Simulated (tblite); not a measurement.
Compound: C8H6FO (doublet state).
SMILES with atom numbers: `[CH2:1]=[C:2][c:3]1[c:4]([OH:5])[cH:6][cH:7][cH:8][c:9]1[F:10]` (hydrogens: H11, H12 on C1; H13 on O5; H14 on C6; H15 on C7; H16 on C8)
Bond orders are those of one Lewis drawing.

Computed with GFN2-xTB (tblite), gas phase: L-BFGS steps from a force-field or distance-geometry start until the largest atomic force falls under 0.01 eV/Å.

Step 9: E = -785.3598 eV
```
atom  x, y, z in Å  |  force x, y, z in eV/Å
C1      2.7473    1.0168    0.1495    0.110   0.034  -0.225
C2      1.5845    0.9108    0.7115   -0.006   0.011  -0.301
C3      0.3035    0.4342    0.4904   -0.055  -0.059   0.189
C4      0.1774   -0.9456    0.1140    0.108   0.349  -0.307
O5      1.3671   -1.6120    0.0366   -0.247  -0.129  -0.069
C6     -1.0279   -1.4475   -0.3433    0.056   0.344   0.148
C7     -2.1491   -0.6091   -0.3314   -0.023  -0.167   0.103
C8     -2.0928    0.7113    0.1161    0.108  -0.174  -0.103
C9     -0.8812    1.2078    0.5420    0.153  -0.073  -0.208
F10    -0.7891    2.5071    0.9024    0.024  -0.103   0.017
H11     3.6684    1.3807    0.5816   -0.239  -0.116   0.250
H12     2.8557    0.7407   -0.9099   -0.032   0.288   0.194
H13     1.3549   -2.1833   -0.7362   -0.013  -0.351   0.069
H14    -1.0850   -2.4643   -0.7429   -0.033   0.425   0.229
H15    -3.0862   -1.0127   -0.6740   -0.112   0.034  -0.066
H16    -2.9549    1.3739    0.0822    0.200  -0.313   0.079
```

Step 10: E = -785.4042 eV
```
atom  x, y, z in Å  |  force x, y, z in eV/Å
C1      2.7677    1.0241    0.1291   -0.164   0.087   0.179
C2      1.6009    0.9121    0.6906    0.014  -0.045  -0.533
C3      0.3132    0.4429    0.4891   -0.102  -0.068   0.142
C4      0.1745   -0.9378    0.1196   -0.014   0.239  -0.403
O5      1.3554   -1.6059    0.0248   -0.042  -0.195  -0.030
C6     -1.0321   -1.4492   -0.3292    0.024   0.278  -0.003
C7     -2.1579   -0.6183   -0.3262   -0.063  -0.085   0.117
C8     -2.0971    0.7021    0.1246    0.283  -0.174  -0.125
C9     -0.8801    1.2051    0.5424    0.004  -0.051  -0.178
F10    -0.8000    2.5061    0.9048    0.030  -0.126  -0.010
H11     3.6657    1.3672    0.6189   -0.093  -0.091   0.175
H12     2.9112    0.7979   -0.9314   -0.106   0.223   0.117
H13     1.3142   -2.2201   -0.7130   -0.025  -0.348   0.065
H14    -1.0895   -2.4622   -0.7520    0.036   0.527   0.353
H15    -3.0964   -1.0187   -0.6836    0.042   0.084   0.018
H16    -2.9573    1.3637    0.0801    0.176  -0.256   0.118
```

Step 11: E = -785.4538 eV
```
atom  x, y, z in Å  |  force x, y, z in eV/Å
C1      2.7919    1.0351    0.1084   -0.346   0.126   0.493
C2      1.6166    0.9106    0.6533   -0.008  -0.052  -0.613
C3      0.3221    0.4507    0.4904   -0.079  -0.010  -0.013
C4      0.1716   -0.9251    0.1187   -0.074  -0.006  -0.418
O5      1.3409   -1.6023    0.0086    0.142  -0.293  -0.081
C6     -1.0356   -1.4465   -0.3135   -0.087   0.224  -0.160
C7     -2.1698   -0.6300   -0.3176    0.000   0.005   0.100
C8     -2.0976    0.6887    0.1322    0.302  -0.090  -0.124
C9     -0.8800    1.2016    0.5400   -0.041  -0.016  -0.082
F10    -0.8127    2.5026    0.9074    0.028  -0.120  -0.038
H11     3.6615    1.3489    0.6653    0.005  -0.087   0.068
H12     2.9754    0.8712   -0.9530   -0.147   0.178   0.078
H13     1.2643   -2.2696   -0.6822   -0.032  -0.250   0.142
H14    -1.0937   -2.4499   -0.7557    0.108   0.438   0.399
H15    -3.1065   -1.0239   -0.6939    0.133   0.093   0.101
H16    -2.9557    1.3467    0.0802    0.096  -0.142   0.149
```

Question: Estimate the geometry and energy of step 12. (The exact step hangs on the optimiser's Hessian estimate; all steps are aligned on step 11, rigid shifts and turns removed.)

Answer: E = -785.5011 eV, largest force 0.696 eV/Å
```
atom  x, y, z in Å  |  force x, y, z in eV/Å
C1      2.8138    1.0485    0.0951   -0.407   0.130   0.549
C2      1.6254    0.9055    0.6027   -0.028   0.012  -0.490
C3      0.3274    0.4561    0.4923    0.054   0.009  -0.249
C4      0.1698   -0.9131    0.1091   -0.056  -0.225  -0.315
O5      1.3275   -1.6052   -0.0107    0.227  -0.282  -0.086
C6     -1.0392   -1.4376   -0.3014   -0.080   0.068  -0.257
C7     -2.1801   -0.6412   -0.3069   -0.036   0.139   0.026
C8     -2.0943    0.6748    0.1361    0.237   0.065  -0.058
C9     -0.8801    1.1980    0.5361   -0.060   0.010   0.016
F10    -0.8246    2.4973    0.9091    0.028  -0.065  -0.049
H11     3.6570    1.3287    0.7099    0.048  -0.092  -0.013
H12     3.0334    0.9474   -0.9668   -0.153   0.159   0.116
H13     1.2154   -2.3211   -0.6473   -0.033  -0.180   0.158
H14    -1.0955   -2.4291   -0.7507    0.141   0.156   0.324
H15    -3.1135   -1.0266   -0.7015    0.169   0.072   0.171
H16    -2.9501    1.3264    0.0836   -0.052   0.025   0.158
```

The energy changes by -0.0473 eV. The first-order estimate −F·Δx gives -0.0676 eV and the mean of the old and new forces, exact on a quadratic surface, -0.0472 eV. The step makes an angle of 72° with the force vector and moves no atom by more than 0.097 Å.

What follows is the cost of the whole relaxation. Hardware: one thread of an Arm Neoverse V2 (shared host). Cost: 0.48 s of wall time.
